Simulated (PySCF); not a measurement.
A structure optimised at PBE-D3(BJ)/def2-SVP, used in a PySCF frequency run:

```
C
H 1 1.1059
H 1 1.1067 2 110.60
H 1 1.1088 2 109.90 3 -120.91
S 1 1.8313 2 111.06 4 -117.03
Se 5 2.1674 1 104.03 2 -58.41
Br 6 2.4077 5 105.57 1 -82.12
```

Task: Write its SMILES and formula.

Result: CS[Se]Br, CH3BrSSe

Task: What are its rotational constants (standard atomic weights)?

Result: 3.5705, 1.0895, 0.91272 GHz
